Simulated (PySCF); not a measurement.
Ionisation energy of Te⁴⁴⁺ by level of theory

Te⁴⁴⁺ [He] 2s2 2p4 [2p1/2^2 2p3/2^2, M_J = 2] → Te⁴⁵⁺ [He] 2s2 2p3 [2p1/2^2 2p3/2^1, M_J = 3/2], as a difference of total energies. Computed with PySCF 2.14 in an uncontracted even-tempered set (17 s from 23 bohr⁻², ratio 2.4; 12 p from 30 bohr⁻², ratio 2.4; 5 d from 110 bohr⁻², ratio 2.6; 4 f from 160 bohr⁻², ratio 2.6), with the two-component X2C-1e Hamiltonian. Correlated levels: nothing frozen; the 32 highest virtual spinors dropped. "Screened" scales the spin-orbit matrix elements by Boettger's factors to mimic the two-electron term; Breit and QED terms are absent.

```csv
method,ionisation energy (eV)
GHF (spin-free),7549.3
GMP2 (spin-free),7551.0
GHF (screened spin-orbit),7491.3
GMP2 (screened spin-orbit),7491.0
```

For this ion Breit and QED terms and the two-electron picture change, all absent here, outweigh the correlation shift from GHF to GMP2.

The spin-free rows relax to the high-spin LS determinant and lack the spin-orbit shift.

The labels give the starting determinants; with spin-orbit coupling the two ends relaxed to ⟨J²⟩ = 6.00, ⟨L²⟩ = 3.17, ⟨S²⟩ = 1.42 and ⟨J²⟩ = 3.75, ⟨L²⟩ = 2.42, ⟨S²⟩ = 1.55.

For comparison: 7485 ± 4 eV (theoretical estimate listed by NIST; NIST Atomic Spectra Database, ionization energies).
